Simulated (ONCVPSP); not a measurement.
# germanium (Ge), ONCV: configuration errors across variants

| Property | Result |
| --- | --- |
| Element | Ge |
| Generator | ONCVPSP 4.0.1 |
| Type | optimised norm-conserving Vanderbilt (ONCV) |
| Functional | PBE |
| Relativity | non-relativistic |
| Frozen core | [Ar] 3d10 |
| Valence charge | 4 |
| Reference configuration | 4s2 4p2 |
| Partial waves | 4s: rc 1.95 bohr, ncon 3, nbas 8, qcut 4 1/bohr, 2 projectors, debl 2.9 Ha; 4p: rc 2.45 bohr, ncon 5, nbas 9, qcut 3.4 1/bohr, 2 projectors, debl 2.3 Ha; d scattering state at 0.21 Ha: rc 2.35 bohr, ncon 5, nbas 8, qcut 4 1/bohr, 2 projectors, debl 2.2 Ha |
| Local potential | polynomial inside 1.30 bohr (lpopt 5, dvloc0 2 Ha) |
| Core correction | Teter function fitted to the true core (icmod 2), fcfact 0.25 |

All-electron excitation energies from the reference (eV): (1) 4s2 4p1 7.477; (2) 4s2 4p0 22.926; (3) 4s1 4p0 57.172; (4) 4s0 4p4 15.404.

1 further variants failed, have other tests or too few solved ones, and are left out.

A true bound ghost makes a file unfit for plane-wave use even where its test errors are small: the radial tests pick states by their node count and pass the ghost by.

Errors AE − PS in meV (a dash: test not solved or not reliable):

```tsv
change	(1)	(2)	(3)	(4)	bound ghosts	GHOST(+) flags above zero
base	-1.4	-27	-196	-30	none	s, d
d: ncon 3, nbas 6	-1.4	-27	-196	-30	none	s
p: qcut 5	-0.8	-20	-171	-49	none	s, d
s: qcut 3.7; p: qcut 3.1; d: qcut 3.7	-1.4	-27	-204	-38	none	s, d
s: debl 1.05	-1.4	-27	-196	-30	none	s, d
local potential polynomial inside 1.80 bohr (lpopt 5, dvloc0 6 Ha)	-1.4	-27	-196	-30	none	d
s: rc 2.88	+2.0	+5.0	-280	-190	none	s, d
all radii but the core radius scaled by about 0.92 (s 1.78, p 2.24, d 2.16 bohr); local potential polynomial inside 1.20 bohr (lpopt 5, dvloc0 2 Ha)	-1.0	-23	-175	-23	d	s, d
```

Problem. Give the same row for: core correction Teter function fitted to the true core (icmod 2), fcfact 1.

Solution. +1.2, -2.5, -151, -35; bound ghosts: none; GHOST(+) flags above zero: s, d.
